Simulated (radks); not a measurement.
Values are calculated unless marked as measured or tabulated.
Isoelectronic series with 43 electrons, each ion in its NIST ground configuration. Level of theory: Dirac Kohn-Sham, PBE, spin-unpolarised, spherical densities, finite nucleus; open shells fill j = l - 1/2 first; Fermi nuclear charge, rms radius of each element as measured or else 0.836 A^(1/3) + 0.57 fm (a radial shooting solver on a logarithmic mesh with Libxc functionals). Total energies (hartree) and orbital eigenvalues (eV) (* marks an orbital that is empty in some or all of the ions):

| ion | configuration | E (hartree) | 5s1/2* | 4d5/2 | 4d3/2 | 4p3/2 | 4p1/2 |
|---|---|---|---|---|---|---|---|
| Sb8+ | [Kr] 4d7 | -6464.57911 | -106.6766 | -153.1522 | -154.6720 | -222.8388 | -232.0702 |
| Te9+ | [Kr] 4d7 | -6772.29647 | -125.8866 | -181.4172 | -183.1953 | -255.3810 | -265.8579 |
| I10+ | [Kr] 4d7 | -7088.01349 | -146.3729 | -211.5488 | -213.6120 | -289.8102 | -301.6534 |
| Xe11+ | [Kr] 4d7 | -7411.76919 | -168.1249 | -243.5233 | -245.9001 | -326.1055 | -339.4430 |
| Cs12+ | [Kr] 4d7 | -7743.6161 | -191.1354 | -277.3218 | -280.0425 | -364.2508 | -379.2185 |
| Ba13+ | [Kr] 4d7 | -8083.6013 | -215.3991 | -312.9290 | -316.0257 | -404.2338 | -420.9754 |
| La14+ | [Kr] 4d7 | -8431.7817 | -240.9130 | -350.3324 | -353.8389 | -446.0446 | -464.7125 |
| Ce15+ | [Kr] 4d7 | -8788.2100 | -267.6755 | -389.5214 | -393.4734 | -489.6757 | -510.4312 |
| Pr16+ | [Kr] 4d7 | -9152.9458 | -295.6863 | -430.4872 | -434.9226 | -535.1212 | -558.1347 |
| Nd17+ | [Kr] 4d7 | -9526.0472 | -324.9461 | -473.2224 | -478.1809 | -582.3768 | -607.8283 |
